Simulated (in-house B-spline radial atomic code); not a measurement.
Orbital energies and mean radii along the 14-electron series, configuration 1s2 2s2 2p6 3s2 3p1/2(2). The effective charge is n√(-2ε), a non-relativistic measure. Computed with a B-spline radial code for spherical atoms: Dirac-Hartree-Fock, jj configuration that fills j = l - 1/2 first, finite nuclei.

| ion | Z | energy of 3p1/2 (Eh) | mean radius of 3p1/2 (bohr) | energy of 3s1/2 (Eh) | mean radius of 3s1/2 (bohr) | effective charge of 3p1/2 |
| --- | --- | --- | --- | --- | --- | --- |
| I39+ | 53 | -104.31 | 0.26682 | -108.07 | 0.28057 | 43.33 |
| Xe40+ | 54 | ? | ? | ? | ? | ? |
| Cs41+ | 55 | -114.72 | 0.2545 | -118.69 | 0.268 | 45.441 |
| Ba42+ | 56 | -120.12 | 0.24872 | -124.21 | 0.26209 | 46.5 |
| La43+ | 57 | -125.67 | 0.24316 | -129.86 | 0.2564 | 47.561 |
| Ce44+ | 58 | ? | ? | ? | ? | ? |
| Pr45+ | 59 | -137.18 | 0.23268 | -141.58 | 0.24565 | 49.691 |

(1) Fill in the row of Xe40+.

(2) Fill in the row of Ce44+.

(3) How does the screening of 3p1/2 change?

Results:

(1) energy of 3p1/2 (Eh): -109.44; mean radius of 3p1/2 (bohr): 0.26053; energy of 3s1/2 (Eh): -113.31; mean radius of 3s1/2 (bohr): 0.27416; effective charge of 3p1/2: 44.385.

(2) energy of 3p1/2 (Eh): -131.35; mean radius of 3p1/2 (bohr): 0.23782; energy of 3s1/2 (Eh): -135.65; mean radius of 3s1/2 (bohr): 0.25092; effective charge of 3p1/2: 48.625.

(3) Z less the effective charge goes from 9.67 at Z = 53 to 9.31 at Z = 59.
